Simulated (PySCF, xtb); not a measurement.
CH5BrClNSi, SMILES Br[Si](N)(Cl)C.

GFN2-xTB (xtb) at its own geometry gives an orbital gap of 6.44 eV and a dipole moment of 6.19 D.

Geometry optimised at PBE0-D3(BJ)/def2-SVP. One conformer was computed; it need not be the lowest.

**Question.** What does PySCF with CAM-B3LYP/def2-TZVP give? (The exact figures need the calculation; the answer reports its results.)

**Answer.** gap 10.56 eV (levels -9.26 and 1.30 eV), dipole 2.53 D.
